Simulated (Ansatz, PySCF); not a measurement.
HSi, charge +1, multiplicity 1. Atoms are numbered in the order given.

```xyz
2

Si     0.0000     0.0000    -0.1012
H      0.0000     0.0000     1.4164
```
Charge +1, spin multiplicity 1.

Coordinates come from a r2SCAN-D4/def2-TZVPD optimisation.

Vertical ionisation energy (IE) and electron affinity (EA) in eV. Rows of orbital energies are one-electron estimates. Where ΔSCF, EOM or ADC give a negative EA the extra electron is unbound and the value depends on the basis.

```tsv
level	IE	EA
−ε(HOMO), −ε(LUMO), r2SCAN/def2-TZVPD (PySCF)	14.50	11.32
−ε(HOMO), −ε(LUMO), ωB97X/def2-TZVPD (PySCF)	17.77	8.18
−ε(HOMO), −ε(LUMO), PBE/def2-TZVPD (PySCF)	14.28	11.53
EOM-CCSD/aug-cc-pVDZ (PySCF)	(withheld)	(withheld)
ADC(3)/aug-cc-pVDZ (PySCF)	18.23	7.85
ΔSCF, ωB97X-V/def2-TZVPD (Ansatz), final states of multiplicity 2 and 2	18.46	7.90
ΔSCF, PBE/def2-TZVPD (Ansatz), final states of multiplicity 2 and 2	18.39	8.04
```

Q: What belongs in the gaps? (Estimate from the structure and the level; the computed values follow.)

A: 
- EOM-CCSD/aug-cc-pVDZ (PySCF), IE: 18.41
- EOM-CCSD/aug-cc-pVDZ (PySCF), EA: 7.73

Q: What vertical singlet–triplet gap does ΔSCF give with ωB97X-V/def2-TZVPD (Ansatz, a quantum-chemistry and plane-wave program) and with PBE/def2-TZVPD (Ansatz)? (The exact figures need the calculation; the answer reports its results.)

A: 2.27 and 2.02 eV (triplet above singlet where positive).

Q: Beyond the first one, list the lowest photoelectron lines from ADC(3)/aug-cc-pVDZ (PySCF) with their pole strengths (two spins summed). (An estimate is asked for; the answer gives what the named calculation found.)

A: 24.15 eV (1.43).
